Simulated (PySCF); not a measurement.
Input file for PySCF: R-B3LYP/6-31G* on FH2NSi (SMILES N[Si]F), a point of a torsion scan.

```python
from pyscf import gto, scf, dft, mp
from pyscf.data.elements import chemcore

mol = gto.M(
    atom='''
    N    -0.58377499   -0.02504208    0.05880123
    Si    0.92043010   -0.75656290    0.38363057
    F     1.65796484    0.63462799    0.86992256
    H    -0.76304693    0.96207855    0.18826313
    H    -1.38817807   -0.52154837   -0.28101782
    ''',
    basis='6-31g*',
    cart=True,
    charge=0, spin=0, verbose=3, max_memory=1800)
mf = dft.RKS(mol, xc='b3lyp')
mf.conv_tol = 1e-8
mf.max_cycle = 100
mf.kernel()
if not mf.converged:
    mf = mf.newton().run(mf.mo_coeff, mf.mo_occ)
```

Predict the final total energy.

-445.3443 hartree.
